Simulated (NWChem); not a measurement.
Species: SiHCl₃; SMILES Cl[SiH](Cl)Cl

All runs: NWChem. Coordinates come from a PBE0/def2-SVP optimisation. Vertical excitations in the gas phase; the lowest state need not have the same character in each row.

```tsv
level	lowest excitation, singlet (eV)	oscillator strength of that lowest state	lowest state with f > 0.02, singlet (eV)	orbital gap (eV)
PBE/aug-cc-pVDZ, TDA	6.65	0.000	6.99	6.50
B3LYP/aug-cc-pVDZ, TDA	7.19	0.000	7.57	8.26
BHandHLYP/aug-cc-pVDZ, TDA	(withheld)	0.000	(withheld)	(withheld)
Hartree-Fock/aug-cc-pVDZ, CIS	9.04	0.000	9.43	14.10
```

Task: What belongs in the gaps?

Result: 
- BHandHLYP/aug-cc-pVDZ, TDA, lowest excitation, singlet (eV): 7.97
- BHandHLYP/aug-cc-pVDZ, TDA, lowest state with f > 0.02, singlet (eV): 8.35
- BHandHLYP/aug-cc-pVDZ, TDA, orbital gap (eV): 10.91
